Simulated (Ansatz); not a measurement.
Relaxed structures of AlH₂TeCl, closed shell (PBE0-D4/def2-TZVP; forces vanish, vibrations not checked; lower isomers may exist, and structures with a doubtful reference or unclear bonds are left out; Å). Program: Ansatz 0.2.0. Basis: def2-TZVPP. Cores are frozen in the correlated methods. Filled d shells of the heavier atoms are correlated. Core potentials replace the inner electrons of the atoms past krypton. The def2 sets are not built for correlating such inner shells, so the correlated values are less sure here.

Problem. Rank them by CCSD(T) energy, lowest first, and give each one's height above the lowest. Links in brackets join atoms within 1.22 times the sum of their covalent radii (1.1 for two metals). (Judge from chemistry; the value comes from the calculation.)
A.
AlH₂TeCl ([Cl][AlH][TeH])
```
5
angstrom
Cl -2.3625 0.3717 0.4587
Al -0.7522 -0.7740 -0.2388
Te 1.5407 0.0945 0.3074
H -1.0196 -2.0928 -1.0522
H 2.2007 -1.2019 -0.4902
```
B.
a complex of AlHTe ([Al][TeH]) + HCl
```
5
angstrom
Cl -0.1173 -1.7924 -1.1348
Al -1.0411 0.5030 0.6283
Te 1.4710 1.3008 0.4239
H -1.2658 -2.3593 -1.1758
H 0.9601 2.5518 1.3895
```
C.
AlH₂TeCl ([AlH][TeH][Cl])
```
5
angstrom
Cl 4.0453 1.7938 -0.3446
Al -0.1706 -0.9213 -0.1167
Te 2.1189 0.3269 0.3038
H -0.9495 -1.6857 -1.3043
H 1.1231 1.6506 0.3448
```

Solution. By the calculation: A (0.00 kcal/mol), B (54.98 kcal/mol), C (83.79 kcal/mol). Heights count from the lowest.

No T1 diagnostic of these runs exceeds 0.016. The restricted Hartree–Fock reference is unstable towards an unrestricted one at one or more of these structures.

For scale, one of the runs: CCSD(T)/def2-TZVPP, 162 basis functions, launched by `ansatz run in.yaml --threads 2 --pin off --events-out ev --progress --plain --max-ram 4352MiB`. The run took 32 s on 2 CPU threads of an Intel Xeon Platinum 8259CL (shared host), with 1.3 GiB of host memory at its peak.
